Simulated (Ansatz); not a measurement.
Cd₇CuTe₇Br₂, relaxed as a doublet with UKS PBE-D4/def2-SVP in Ansatz, starting from the GFN1-xTB geometry. Force threshold 0.03 eV/Å.

In the def2 sets Cd, Te take a core potential; there is no spin–orbit coupling. Single mean-field runs in def2-SVP are fitted with def2-universal-jkfit. The gap within one spin of the charge 0 doublet nearly closes, so an electron or hole may be smeared out by delocalisation error. The relaxation made no stability test and no search for a lower SCF solution. No other spin state of charge 0 was run.

Start:

Cartesian coordinates in Å:
```
Te -0.0323 0.7067 0.6420
Te 1.5138 -2.2122 -2.4144
Te 1.3961 4.1083 3.7314
Te 1.5309 2.3699 -0.8870
Te -3.0466 -2.7085 -0.3490
Te -1.8996 1.5149 -3.2389
Te -2.4615 2.1293 0.9390
Cd -0.1520 -3.4357 1.6695
Cd -1.0062 3.2167 3.0649
Cd -0.8058 -3.7340 -1.6059
Cd 1.8746 -1.6022 0.5182
Cu -1.0202 2.6776 -1.1230
Cd 0.5719 0.3132 -2.9601
Cd 2.3972 2.4131 1.8755
Cd -2.8388 -0.1461 -1.1390
Br 0.0015 -6.0229 -0.8216
Br 3.9769 0.4118 2.0983
```

Estimate the energy that the relaxation releases and the steps that it takes.

80.3 kcal/mol, in 34 steps; 4 min on 2 threads of AMD EPYC 7R13 on a shared host and a share (18 GiB) of an NVIDIA H100 80GB HBM3. No frequencies were taken in this run, so the end may be a saddle point.

Does the start keep its bonding?

Bonds lost: Te1–Te4, Te1–Te7, Te1–Cu12, Cd10–Br16 (atoms count from 1). Bonds formed: Te1–Cd8, Te5–Cd8, Te6–Cd10, Cd8–Br16, Cd11–Br16 (atoms count from 1). Metal–metal contacts that move far: Cd9–Cu12 4.22 to 2.97 Å, Cd10–Cd15 4.15 to 3.24 Å, Cu12–Cd13 3.39 to 2.75 Å.

Predict the relaxed structure.


Cartesian coordinates in Å:
```
Te -0.232 -0.566 1.920
Te 1.662 -1.990 -2.557
Te 1.220 3.101 3.561
Te 1.551 3.008 -0.889
Te -3.179 -2.765 -0.531
Te -1.896 0.735 -3.004
Te -3.104 2.724 0.305
Cd -1.004 -3.190 1.103
Cd -0.827 2.946 1.801
Cd -1.125 -1.945 -2.258
Cd 1.789 -1.754 0.249
Cu -0.928 2.279 -1.088
Cd 0.956 0.694 -2.308
Cd 2.199 1.577 1.477
Cd -2.358 -0.004 0.022
Br 1.318 -4.424 1.064
Br 3.958 -0.425 1.134
```
Bond lengths (bridged metal pairs left out): 19 × Cd–Te 2.70 to 3.27 Å; 4 × Br–Cd 2.63 to 2.83 Å; 3 × Cu–Te 2.59 to 2.64 Å.
